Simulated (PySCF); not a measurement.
A structure optimised at PBE0-D3(BJ)/def2-SVP, used in a PySCF frequency run:

```
N
H 1 1.0170
Si 1 1.7096 2 116.19
Si 1 1.7587 2 115.24 3 -174.19
H 3 1.4798 1 113.37 2 49.23
H 4 1.4913 1 111.58 2 122.23
H 4 1.4915 6 108.76 1 -123.97
H 4 1.4925 6 109.58 7 -119.33
Cl 3 2.0595 5 110.12 1 -118.40
Cl 3 2.0633 5 106.49 1 124.53
```

Question: Write its SMILES and formula.

Answer: [SiH3]N[SiH](Cl)Cl, Cl2H5NSi2

Question: What are its rotational constants (standard atomic weights)?

Answer: 2.3969, 1.2996, 0.96348 GHz
